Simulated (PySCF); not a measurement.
C₃H₉OSi, SMILES C[Si](C)(C)[O], multiplicity 2. Atoms are numbered in the order given.

```xyz
14

C      0.9941     0.3534    -1.5449
Si     0.0210    -0.0664     0.0000
C      0.9941     0.3534     1.5449
C     -1.6595     0.7822     0.0000
O     -0.4343    -1.6945     0.0000
H      1.2374     1.4278    -1.5751
H      0.4172     0.1029    -2.4481
H      1.9424    -0.2051    -1.5811
H      0.4172     0.1029     2.4481
H      1.2374     1.4278     1.5751
H      1.9424    -0.2051     1.5811
H     -1.5031     1.8734     0.0000
H     -2.2409     0.5134    -0.8938
H     -2.2409     0.5134     0.8938
```
Charge 0, spin multiplicity 2.

Coordinates come from a PBE0-D3(BJ)/def2-SVP optimisation. The isomer is the one that the SMILES or the coordinates give; other isomers of the formula were not compared.

Computed with PBE/pcH-1 (PySCF).

Unrestricted Kohn–Sham, ⟨S²⟩ = 0.753. Hyperfine tensors hold the contact and dipolar terms, without spin-orbit corrections.

Computed hyperfine couplings:
```csv
nucleus,A(iso) (MHz),A(iso) (G),dipolar principal values (MHz)
13C no. 1,7.4,2.6,"-2.6, -2.3, 4.9"
29Si no. 2,40.6,14.5,"-1.6, 0.3, 1.3"
13C no. 3,7.4,2.6,"-2.6, -2.3, 4.9"
13C no. 4,58.9,21.0,"-11.6, -11.4, 23.1"
17O no. 5,-19.8,-7.1,"-241.7, 120.5, 121.2"
1H no. 6,3.2,1.2,"-2.1, -0.9, 2.9"
1H no. 7,-1.8,-0.6,"-2.5, -1.7, 4.1"
1H no. 8,-1.2,-0.4,"-2.7, -1.3, 4.0"
1H no. 9,-1.8,-0.6,"-2.5, -1.7, 4.1"
1H no. 10,3.2,1.2,"-2.1, -0.9, 2.9"
1H no. 11,-1.2,-0.4,"-2.7, -1.3, 4.0"
1H no. 12,35.7,12.7,"-5.9, -1.8, 7.7"
1H no. 13,-7.3,-2.6,"-6.6, -0.7, 7.4"
1H no. 14,-7.3,-2.6,"-6.6, -0.7, 7.4"
```
